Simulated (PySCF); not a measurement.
CF3O3S, SMILES [O-]S(=O)(=O)C(F)(F)F, charge -1.

Geometry: PBE0-D3(BJ)/def2-SVPD.

All values below come from PBE/def2-SVPD (PySCF).

Gas-phase values at a fixed geometry.

- total energy: -960.33159 hartree
- point group: C3v
- highest occupied level: -1.46 eV
- lowest empty level: 3.73 eV
- orbital gap: 5.19 eV
- dipole moment about the centre of nuclear charge: 4.19 D
- mean static polarisability: 56.6 bohr³ (8.38 Å³)
- polarisability, principal values: 55.5, 55.5, 58.7 bohr³
